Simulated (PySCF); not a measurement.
# Reading the logs of faulty runs: AlC2H7Si

These are calculations, not measurements. The program is PySCF 2.14.0, an open-source quantum chemistry code, run on an isolated molecule that a program drew, which may never have been made. The molecule is AlC2H7Si (charge 0, singlet), drawn as the SMILES string `C[C]([AlH2])=[SiH2]`.

Each row is a Hartree-Fock (HF) and frozen-core CCSD(T) single point in the cc-pV(D+d)Z basis, meant for a local HF minimum. Run 1 is clean. Each other run has one planted mistake out of seven kinds, and not every kind appears here: one electron removed, one electron added, multiplicity raised by two, geometry at a saddle point, minimal basis STO-3G, one bond length entered in bohr, all coordinates scaled. The reference is restricted for singlets and unrestricted otherwise, and also for a bond in bohr. Adding or removing an electron swaps singlet and doublet. Electrons count all cores. HOMO and LUMO are orbital energies over both spins, the gradient is its largest component, and the lowest frequency (negative if imaginary) is given only where the gradient is small. Bond lengths are over the 10 bonds as drawn. T1 is the CCSD diagnostic: over 0.02 (restricted) or 0.045 (unrestricted) a single reference is doubtful.

Geometry of the clean run:
```xyz
11
AlC2H7Si, angstrom
C    -1.9338    0.3109    1.0905
C    -0.5839   -0.0191    0.4554
Al    0.3289   -1.6861    0.8102
Si    0.2170    1.0508   -0.6086
H    -1.8675    0.3065    2.1820
H    -2.3235    1.2887    0.7940
H    -2.6885   -0.4333    0.8213
H     1.7276   -1.9746    0.1251
H    -0.3135   -2.7626    1.7805
H    -0.3042    2.3730   -1.0124
H     1.5161    0.7348   -1.2206
```

```
run,electrons,basis functions,<S^2>,HOMO (eV),LUMO (eV),gradient (hartree/bohr),lowest frequency (cm^-1),mean bond (Å),longest bond (Å),T1,HF (hartree),CCSD(T) (hartree),mistake
1,46,109,0.000,-8.42,1.29,1.7e-05,124,1.4567,1.933,0.0124,-610.60554,-611.12882,no fault
2,45,109,0.756,-15.61,-6.27,4.6e-02,-,1.4567,1.933,0.0152,-610.34306,-610.81781,one electron removed
3,46,109,2.026,-5.97,-0.05,8.1e-02,-,1.4567,1.933,0.0173,-610.53458,-611.02332,multiplicity raised by two
4,46,109,0.000,-8.92,1.66,9.4e-02,-,1.3242,1.757,0.0109,-610.50117,-611.01124,?
5,47,109,1.026,0.15,6.99,2.5e-02,-,1.4567,1.933,0.0376,-610.58097,-611.11924,?
```

**Which mistake was planted in run 4, and what did it cost?**

The mean and the longest bond both change by the same factor, 0.909, and the gradient is no longer small. So the mistake is: all coordinates scaled. Subtracting run 1 and multiplying by 627.51 kcal/mol a hartree, the energy moved by 65.5 kcal/mol in HF and 73.8 kcal/mol in CCSD(T).

**Which mistake was planted in run 5, and what did it cost?**

It counts 47 electrons, one more than the clean run, at the same geometry and basis. So the mistake is: one electron added. Subtracting run 1 and multiplying by 627.51 kcal/mol a hartree, the energy moved by 15.4 kcal/mol in HF and 6.0 kcal/mol in CCSD(T).

Cautions from the logs. Run 5: the HOMO is above zero, so the electron isn't bound and the energy depends on the basis.
